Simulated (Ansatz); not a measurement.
Start from `[SiH3]OBO[SiH3]` and change one atom or group to get `CSBO[SiH3]`.

Ansatz, PBE0-D4/def2-TZVP geometries, multiplicity 1. Each molecule was computed in one conformer, which needn't be the lowest.

| property | `[SiH3]OBO[SiH3]` |
| --- | --- |
| HOMO energy (PBE0/def2-TZVPP) / eV | -9.04 |
| HOMO energy (B3LYP/def2-TZVPP) / eV | -8.83 |
| size of the dipole moment (ωB97M-V/def2-TZVPP) / D | 0.90 |
| LUMO energy (ωB97M-V/def2-TZVPP) / eV | 1.67 |
| HOMO–LUMO gap (PBE/def2-TZVPP) / eV | 6.80 |
| ideal-gas entropy at 298 K and 1 bar (rigid rotor, harmonic PBE0-D4/def2-TZVP) / J/(mol·K) | 381 |

Question: What does the change do to each property? (Best estimate.)

Answer: Computed: 
```tsv
property	`CSBO[SiH3]`	shift
HOMO energy (PBE0/def2-TZVPP) / eV	-7.35	1.69
HOMO energy (B3LYP/def2-TZVPP) / eV	-7.11	1.72
size of the dipole moment (ωB97M-V/def2-TZVPP) / D	0.98	0.08
LUMO energy (ωB97M-V/def2-TZVPP) / eV	1.71	0.04
HOMO–LUMO gap (PBE/def2-TZVPP) / eV	5.03	-1.77
ideal-gas entropy at 298 K and 1 bar (rigid rotor, harmonic PBE0-D4/def2-TZVP) / J/(mol·K)	382	1
```

With PBE0 the HOMO rises by 1.69 eV and the LUMO falls by 0.26 eV, so the gap narrows by about 1.95 eV. PBE moves the HOMO by 1.43 eV and ωB97M-V by 1.81 eV. Dipoles are sizes alone; their direction can turn. Modes under 60 cm⁻¹, often nearly free rotors, make the harmonic entropy too high.

B3LYP here is the variant with VWN-RPA as its local correlation; programs differ in this.
